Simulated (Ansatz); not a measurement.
CH5S (SMILES C[SH2+]) moved off its minimum; all values from Ansatz (a program for electronic structure), cores frozen in correlated methods.
(charge 1, multiplicity 1)
```xyz
7

C     -1.1060    -0.0742     0.3217
S      0.5291     0.1138    -0.2953
H     -1.6268     0.6189    -0.1931
H     -1.4358    -1.1130    -0.0316
H     -1.1224    -0.0338     1.4048
H      0.9236     1.1637     0.3524
H      1.2631    -0.7940     0.6175
```

```csv
level,largest force (eV/Å),on atom,rms difference from CCSD(T)/cc-pV(T+d)Z (eV/Å),dipole (D)
HF/def2-TZVPP,4.50,C1,0.290,-
PBE/def2-TZVPP,4.30,C1,0.223,-
r2SCAN/def2-TZVPP,4.31,C1,0.102,-
B3LYP/def2-TZVPP,4.29,C1,0.055,-
wB97M-V/def2-TZVPP,4.32,C1,0.064,-
MP2/cc-pV(T+d)Z,4.39,C1,0.084,-
CCSD(T)/cc-pV(T+d)Z,4.34,C1,0.000,-
```

The differences count from one level among others, with limits of its own. Forces at CCSD(T)/cc-pV(T+d)Z (eV/Å):

```tsv
atom	Fx	Fy	Fz
C1	0.599	-4.131	1.202
S2	2.190	-2.762	0.424
H3	-2.167	2.447	-1.298
H4	0.402	1.414	0.499
H5	-0.257	0.280	-0.008
H6	0.396	1.315	0.747
H7	-1.164	1.436	-1.565
```
